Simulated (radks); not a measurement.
The numbers below are computed, except where a source is named.
Q: The mean radii <r> (bohr) of the occupied orbitals of an atom or ion are listed with their occupations. Code: a radial shooting solver on a logarithmic mesh with Libxc functionals. Model: non-relativistic Kohn-Sham, TPSS, spin-polarised, spherical densities, point nucleus; meta-GGA in the generalised Kohn-Sham scheme.

| orbital | occ. | <r> |
|---|---|---|
| 1s up | 1 | 0.02047 |
| 1s down | 1 | 0.02047 |
| 2s up | 1 | 0.08646 |
| 2s down | 1 | 0.08646 |
| 2p up | 3 | 0.07315 |
| 2p down | 3 | 0.07315 |
| 3s up | 1 | 0.2195 |
| 3s down | 1 | 0.2195 |
| 3p up | 3 | 0.2096 |
| 3p down | 3 | 0.2096 |
| 3d up | 5 | 0.1839 |
| 3d down | 5 | 0.1839 |
| 4s up | 1 | 0.4878 |
| 4s down | 1 | 0.4878 |
| 4p up | 3 | 0.4945 |
| 4p down | 3 | 0.4944 |
| 4d up | 5 | 0.5089 |
| 4d down | 5 | 0.5085 |
| 5s up | 1 | 1.057 |
| 4f up | 7 | 0.5541 |
| 5s down | 1 | 1.057 |
| 4f down | 6 | 0.5518 |
| 5p up | 2 | 1.116 |

Name the element and its charge. Open shells, if any, are filled with parallel spins first.

A: Z = 74, tungsten, charge +11: W11+ in [Kr] 4d10 4f13 5s2 5p2. The 1s radius gives Z: for a bare nucleus <r> = 1.5/Z, 0.02027 bohr for Z = 74, and screening makes it slightly larger (0.02047 here). The occupations add up to 63, and the charge is Z minus that.
